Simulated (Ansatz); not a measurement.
Consider the formal exchange of groups at the Si–B bond: `[SiH3][BH][AlH][SiH3]` + `O[SiH](F)F` → `O[Si](F)(F)[SiH3]` + `[BH2][AlH][SiH3]`.

Program: Ansatz. Geometries: PBE0-D4/def2-TZVP. ΔE: electronic, gas phase. CCSD(T)/CBS is the MP2 limit (def2-TZVPP, def2-QZVPP) plus CCSD(T) − MP2 in def2-TZVPP, frozen cores. This one scheme is used for every species. DFT in def2-TZVPP. One conformer a species, not always the lowest.

```json
{"level": "r2SCAN-D4", "ΔE (eV)": "0.08"}
{"level": "PBE0-D4", "ΔE (eV)": "0.05"}
{"level": "r2SCAN", "ΔE (eV)": "0.08"}
{"level": "HF/def2-TZVPP", "ΔE (eV)": "0.05"}
{"level": "MP2/def2-TZVPP", "ΔE (eV)": "0.10"}
{"level": "CCSD/def2-TZVPP", "ΔE (eV)": "0.08"}
{"level": "MP2/def2-QZVPP", "ΔE (eV)": "0.09"}
{"level": "CCSD/CBS(def2)", "ΔE (eV)": "0.07"}
```

Problem. What does CCSD(T)/CBS give? (An estimate is asked.)

Solution. Ansatz gave: +0.08 eV. The listed levels differ from it by 0.00, -0.03, 0.00, -0.03, 0.02, 0.00, 0.01, -0.01 eV.

Largest T1 diagnostic among the species: 0.014.

In def2-TZVPP, CCSD(T) changes the Hartree–Fock value by +0.04 eV (the triples alone add +0.01 eV) and MP2 by +0.05 eV.
